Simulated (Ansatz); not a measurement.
Ge21H28, a nanocrystal cut from hexagonal germanium. Total charge 0; triplet. Geometry r2SCAN-D4/def2-SVP, that of the neutral singlet.

```xyz
49

Ge    3.929   -2.781   -0.117
Ge    1.650   -3.019    0.717
Ge    1.529    0.436    3.794
Ge   -0.736    0.158    4.651
Ge    3.771    1.118    0.546
Ge    4.233   -0.589   -1.119
Ge    1.494    0.874    1.401
Ge    0.376   -0.992    0.290
Ge   -2.337    0.427    2.844
Ge   -1.912   -1.253    1.136
Ge    2.648   -0.324   -2.940
Ge    0.360   -0.583   -2.118
Ge   -0.723   -2.468   -3.208
Ge   -3.482   -1.048   -0.712
Ge   -2.995   -2.756   -2.371
Ge    0.195    2.891    0.971
Ge   -2.087    2.621    1.820
Ge    0.182    3.298   -1.426
Ge   -0.933    1.440   -2.529
Ge   -3.693    2.849    0.008
Ge   -3.216    1.168   -1.683
H     4.930   -2.964    1.041
H     4.216   -3.873   -1.166
H     1.667   -3.301    2.233
H     0.956   -4.211    0.030
H     2.358   -0.835    4.067
H     2.224    1.609    4.514
H    -0.892   -1.242    5.278
H    -1.007    1.202    5.752
H     4.765    0.997    1.720
H     3.948    2.519   -0.073
H     5.678   -0.443   -1.645
H    -3.783    0.272    3.370
H    -2.033   -2.664    1.760
H     2.913   -1.381   -4.032
H     2.815    1.066   -3.586
H     0.100   -3.747   -2.952
H    -0.750   -2.228   -4.731
H    -4.926   -1.203   -0.181
H    -3.148   -4.152   -1.737
H    -3.996   -2.654   -3.539
H     0.860    4.083    1.697
H    -2.345    3.711    2.885
H     1.635    3.395   -1.935
H    -0.524    4.631   -1.750
H    -0.992    1.699   -4.052
H    -5.125    2.661    0.548
H    -3.599    4.261   -0.608
H    -4.199    1.325   -2.866
```

Single mean-field runs in def2-TZVP are fitted with def2-universal-jkfit. At PBE0-D4/def2-TZVP a singlet of charge 0 lies 4.25 eV below the triplet at the same geometry.

Estimate the α-spin orbital energies around the gap (eV) in Ansatz with PBE-D4/def2-TZVP, PBE0-D4/def2-TZVP.


| orbital | PBE-D4/def2-TZVP | PBE0-D4/def2-TZVP |
| --- | --- | --- |
| HOMO−5 | -6.38 | -7.31 |
| HOMO−4 | -6.19 | -7.12 |
| HOMO−3 | -6.17 | -7.11 |
| HOMO−2 | -6.02 | -6.93 |
| HOMO−1 | -5.97 | -6.87 |
| HOMO | -2.26 | -2.52 |
| LUMO | -2.10 | -1.46 |
| LUMO+1 | -2.06 | -1.38 |
| LUMO+2 | -1.92 | -1.23 |
| LUMO+3 | -1.80 | -1.14 |
| LUMO+4 | -1.79 | -1.06 |
| LUMO+5 | -1.71 | -1.01 |
| β HOMO | -5.92 | -6.81 |
| β LUMO | -5.83 | -5.69 |
